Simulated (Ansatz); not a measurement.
C2H8SSi2, SMILES `[SiH3][SiH2]CC=S`. The species carries charge 0 and has multiplicity 1. All single points use the PBE0-D4/def2-TZVP geometry. It is one conformer, not always the lowest.

```xyz
13

Si   -0.475   -0.352   -1.977
Si    0.803    0.711   -0.329
C    -0.051    0.612    1.379
C    -0.122   -0.797    1.785
S    -1.311   -1.829    1.420
H    -0.447   -1.829   -1.834
H    -1.878    0.136   -1.928
H     0.109    0.008   -3.300
H     0.978    2.154   -0.653
H     2.154    0.093   -0.223
H    -1.046    1.044    1.249
H     0.539    1.213    2.076
H     0.748   -1.165    2.336
```

(1) What is the dipole moment at PBE/def2-TZVPP? (An estimate is asked.)

(2) And with r2SCAN, B3LYP, ωB97M-V? (Best estimate.)

(3) Give the Mulliken charges with PBE, r2SCAN, B3LYP in def2-TZVPP. (An estimate is asked.)

## Answers

(1) Ansatz gave: 2.30 D, with components (1.31, 1.84, 0.41) D in this frame, pointing from negative to positive charge.

(2) Ansatz gave: r2SCAN 2.46 D, B3LYP 2.35 D, ωB97M-V 2.31 D.

(3) Computed: 
```json
{"atom": "Si1", "PBE": "0.10", "r2SCAN": "0.17", "B3LYP": "0.16"}
{"atom": "Si2", "PBE": "0.17", "r2SCAN": "0.23", "B3LYP": "0.23"}
{"atom": "C3", "PBE": "-0.16", "r2SCAN": "-0.14", "B3LYP": "-0.19"}
{"atom": "C4", "PBE": "-0.04", "r2SCAN": "-0.02", "B3LYP": "-0.06"}
{"atom": "S5", "PBE": "-0.20", "r2SCAN": "-0.21", "B3LYP": "-0.21"}
{"atom": "H6", "PBE": "-0.03", "r2SCAN": "-0.05", "B3LYP": "-0.04"}
{"atom": "H7", "PBE": "-0.03", "r2SCAN": "-0.05", "B3LYP": "-0.05"}
{"atom": "H8", "PBE": "-0.05", "r2SCAN": "-0.07", "B3LYP": "-0.06"}
{"atom": "H9", "PBE": "-0.05", "r2SCAN": "-0.07", "B3LYP": "-0.06"}
{"atom": "H10", "PBE": "-0.05", "r2SCAN": "-0.06", "B3LYP": "-0.06"}
{"atom": "H11", "PBE": "0.11", "r2SCAN": "0.09", "B3LYP": "0.11"}
{"atom": "H12", "PBE": "0.11", "r2SCAN": "0.08", "B3LYP": "0.10"}
{"atom": "H13", "PBE": "0.12", "r2SCAN": "0.10", "B3LYP": "0.13"}
```

B3LYP here is the variant with VWN-RPA as its local correlation; programs differ in this.
